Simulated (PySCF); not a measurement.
A GIAO shielding run with PySCF (density fitting, non-relativistic, gas phase) on SMILES C=C(C)[Si@@H](S)C(C)(F)F, C5H10F2SSi:

```
$ OMP_NUM_THREADS=1 python probes_run.py task.json out

{"job": {"kind": "nmr", "xc": "PBE0", "basis": "pcSseg-1"}, "charge": 0, "multiplicity": 1}
C     -1.912469     0.074921     1.223290
C     -1.582586    -0.045197    -0.058373
C     -2.613678    -0.000913    -1.148119
Si     0.195593    -0.252895    -0.646164
S      0.770308     1.369802    -1.947357
C      1.446910    -0.230662     0.840571
C      2.904258    -0.403189     0.469111
F      1.295743     0.946761     1.541728
F      1.094968    -1.202734     1.744645
H     -2.938239     0.208581     1.531138
H     -1.185581     0.041956     2.015589
H     -2.629587    -0.947359    -1.686241
H     -2.368880     0.778436    -1.867833
H     -3.604414     0.189770    -0.742757
H      0.463948    -1.461455    -1.417939
H      0.890690     2.281883    -0.992833
H      3.525054    -0.358141     1.362081
H      3.037272    -1.367231    -0.012886
H      3.200887     0.386917    -0.215113
```

Hardware: 1 thread of an Arm Neoverse V1, shared host. The job also computes population analyses, field gradients.

(1) How large is the calculation?

(2) How long does it take, and how much memory does it need?

Results:

(1) 88 electrons, 217 basis functions and 1171 auxiliary functions.

(2) 55 s of wall time, with 13 SCF cycles and 4 response iterations; peak memory 0.97 GiB. Times on a shared host scatter by some tens of per cent.
